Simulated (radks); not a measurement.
Spherical jellium clusters: N electrons in a uniform positive sphere of charge N and radius rs N^(1/3), rs = 2.05 bohr. Calculated with a radial shooting solver with Libxc functionals: non-relativistic Kohn-Sham, PBEsol, spin-polarised, spherical densities. Levels are named by radial order and angular momentum (1s, 1p, 1d, 2s, ...), and open shells are averaged over m.

N = 2, configuration 1s2. This is the lowest configuration that the search found. Occupied levels:

level,occupation,eigenvalue (eV),<r> (bohr)
1s,2,-5.1958,2.588

Energy (eV): total -1.25611, kinetic 7.7946, external -43.349, Hartree 19.166, exchange-correlation -10.154, background 25.285.
